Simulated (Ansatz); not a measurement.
CH₄F₂OSi, SMILES `O[SiH2]C(F)F` at its PBE0-D4/def2-TZVP geometry, where that method's forces vanish. The species carries charge 0 and has multiplicity 1.

```xyz
9

O     1.0058   -0.6422   -1.4656
Si   -0.3112    0.0616   -0.7849
C    -0.1910   -0.0603    1.1245
F     0.9674    0.5496    1.5376
F    -1.2329    0.6060    1.7043
H     1.8620   -0.2428   -1.3034
H    -1.4912   -0.7024   -1.2453
H    -0.4281    1.5070   -1.1033
H    -0.1809   -1.0765    1.5361
```

(1) What forces (eV/Å) does r2SCAN-D4/def2-TZVPP give on these atoms in Ansatz? (Estimate.)

## Answers

(1) Ansatz gave: 
```
O1   0.021 -0.042 -0.031
Si2 -0.040  0.040 -0.003
C3  -0.054 -0.363 -0.318
F4   0.333  0.178  0.115
F5  -0.294  0.197  0.174
H6   0.022  0.011  0.007
H7   0.019  0.015  0.006
H8  -0.012 -0.014  0.012
H9   0.004 -0.022  0.037
```
